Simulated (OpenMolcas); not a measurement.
Ionisation energies of hafnium

```
Program             : OpenMolcas 26.06
Basis               : ANO-RCC-VDZP [7s6p4d2f1g]
Scalar Hamiltonian  : DKH2, point nucleus
Spin-orbit coupling : RASSI with atomic mean-field integrals over the reference wave functions, term energies averaged over their components
```

Active shells in each charge state: the valence d, s shells, with orbitals averaged over the low states. Where CASPT2's correlated closed shells are named, they are those of the first ion.

A. CASSCF
B. SS-CASPT2, IPEA 0.25 Eh, imaginary shift 0.1 Eh (closed shells correlated: 5s 5p)
C. SS-CASPT2, IPEA 0.25 Eh, imaginary shift 0.1 Eh (closed shells correlated: 4f 5s 5p)
D. SS-CASPT2, IPEA 0 Eh, imaginary shift 0.1 Eh (closed shells correlated: 5s 5p)

Energies in eV between the lowest computed levels, named as in B; reference values from the NIST Atomic Spectra Database with their kind.

| From | To | A | B | C | D | Spin-orbit share in B | Reference |
| --- | --- | --- | --- | --- | --- | --- | --- |
| Hf 5d2 6s2 3F2 | Hf+ 5d 6s2 2D 3/2 | 5.838 | 6.338 | 6.447 | 6.404 | +0.129 | 6.825 (measured) |
| Hf+ 5d 6s2 2D 3/2 | Hf2+ 5d2 3F2 | 13.505 | 14.256 | 14.417 | 14.324 | -0.295 | 14.610 (theoretical) |

Other lowest levels: A, Hf 5d2 6s2 3F2 to 5d2 6s 4F 3/2; A, Hf+ 5d2 6s 4F 3/2 to 5d2 3F2.

Error against the reference values, in %:

```json
{"From": "Hf", "Reference": "measured", "A": "-14.5", "B": "-7.1", "C": "-5.5", "D": "-6.2"}
{"From": "Hf+", "Reference": "theoretical", "A": "-7.6", "B": "-2.4", "C": "-1.3", "D": "-2.0"}
```

Absolute error against the one measured value: A 0.99 eV, B 0.49 eV, C 0.38 eV, D 0.42 eV.

The lowest level within the active space need not be the ion's true ground level.
